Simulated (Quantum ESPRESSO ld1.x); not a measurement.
Question: All-electron atom: Au32+ in [Kr] 4d10 4f1. Calculated with ld1.x of Quantum ESPRESSO 7.5: Dirac Kohn-Sham, PBE, spin-unpolarised, spherical densities, point nucleus; open shells fill j = l - 1/2 first. Some entries of the table are withheld. Estimate them.

orbital  occ.  eigenvalue (hartree)  <r> (bohr)
1s1/2       2              -3008.09     0.01686
2s1/2       2              -566.813     0.07046
2p1/2       2                   (1)     0.05800
2p3/2       4                   (2)     0.06656
3s1/2       2              -167.603      0.1826
3p1/2       2                   (3)      0.1729
3p3/2       4                   (4)      0.1882
3d3/2       4                   (5)      0.1639
3d5/2       6                   (6)      0.1686
4s1/2       2              -67.1672      0.3843
4p1/2       2              -63.0154      0.3827
4p3/2       4              -58.7496      0.4086
4d3/2       4              -52.0118         (7)
4d5/2       6              -51.1391         (8)
4f5/2       1              -42.8849      0.3846
4f7/2       0              -42.6503      0.3877

Answer: 
(1) 2p1/2 eigenvalue (hartree): -545.195
(2) 2p3/2 eigenvalue (hartree): -477.776
(3) 3p1/2 eigenvalue (hartree): -157.983
(4) 3p3/2 eigenvalue (hartree): -142.964
(5) 3d3/2 eigenvalue (hartree): -127.109
(6) 3d5/2 eigenvalue (hartree): -123.888
(7) 4d3/2 <r> (bohr): 0.4019
(8) 4d5/2 <r> (bohr): 0.4094
